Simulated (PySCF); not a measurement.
Compound: 2-ethylphenol, C8H10O.
Atom-mapped SMILES: `[CH3:1][CH2:2][c:3]1[cH:4][cH:5][cH:6][cH:7][c:8]1[OH:9]`

Structure used (PBE0-D3(BJ)/def2-SVP), in Å, numbered top down from 1:
```xyz
19
C8H10O angstrom
C     -2.324   -0.481   -0.374
C     -1.422    0.032    0.745
C      0.042   -0.123    0.438
C      0.804   -1.163    0.972
C      2.155   -1.323    0.664
C      2.768   -0.421   -0.202
C      2.031    0.626   -0.751
C      0.678    0.775   -0.439
O     -0.073    1.776   -0.956
H     -2.135    0.068   -1.308
H     -3.387   -0.355   -0.116
H     -2.145   -1.550   -0.567
H     -1.646   -0.502    1.682
H     -1.640    1.097    0.925
H      0.317   -1.865    1.655
H      2.725   -2.146    1.100
H      3.825   -0.527   -0.455
H      2.507    1.338   -1.433
H      0.479    2.326   -1.522
```

Definitions: NICS(0) = −σiso at the ring centroid; NICS(1) = −σiso and NICS(1)zz = −σzz at ±1 Å along the ring normal z. Level: GIAO PBE0/pcSseg-1 (PySCF, non-relativistic, gas phase) on the PBE0-D3(BJ)/def2-SVP geometry, one conformer.

Ring bond lengths (Å), with Mayer bond orders in brackets: C3–C4 1.395 (1.46), C4–C5 1.395 (1.42), C5–C6 1.392 (1.44), C6–C7 1.393 (1.44), C7–C8 1.396 (1.39), C8–C3 1.407 (1.31).

What do the NICS probes read (ppm)?

| ring | type | NICS(0) | NICS(1), two faces | NICS(1)zz, two faces | rms pucker (Å) | centre to ring atoms, mean (Å) |
| --- | --- | --- | --- | --- | --- | --- |
| C3–C4–C5–C6–C7–C8 | 6-membered carbocycle; formal bonds all aromatic | -9.7 | -11.1 / -11.0 | -26.8 / -26.4 | 0.00 | 1.40 |

What do they say, and how far can they be read as aromaticity?

- C3–C4–C5–C6–C7–C8: mean NICS(1)zz -26.6 ppm, shielded. For a flat ring without four-coordinate atoms the NICS criterion counts such a value as aromatic.

How equal are the bonds by HOMA? HOMA takes Krygowski's 1993 parameters.

- C3–C4–C5–C6–C7–C8: HOMA 0.98 = 1 − EN − GEO, with mean bond length 1.396 Å, EN = α(Ropt − mean)² = 0.019 and GEO = α × variance = 0.006. The geometric and the magnetic index point the same way.

What is the mean of the two in-plane components of NICS at the second NICS(1) probe listed for ring C3–C4–C5–C6–C7–C8, 1 Å off the ring?

The isotropic value is a third of the trace: (3 × -11.0 − (-26.4))/2 = -3.3 ppm.

How shielded are the nuclei of the rings and their hydrogens (means over atoms taken as equivalent)?

| atoms | environment | σ isotropic (ppm) |
| --- | --- | --- |
| C3 | substituted aromatic carbon | 49.2 |
| C4 | aromatic CH carbon | 47.9 |
| C5 | aromatic CH carbon | 59.3 |
| C6 | aromatic CH carbon | 51.8 |
| C7 | aromatic CH carbon | 68.0 |
| C8 | aromatic carbon bearing oxygen | 24.8 |
| H15 | aromatic hydrogen | 24.03 |
| H16 | aromatic hydrogen | 24.33 |
| H17 | aromatic hydrogen | 24.11 |
| H18 | aromatic hydrogen | 24.79 |
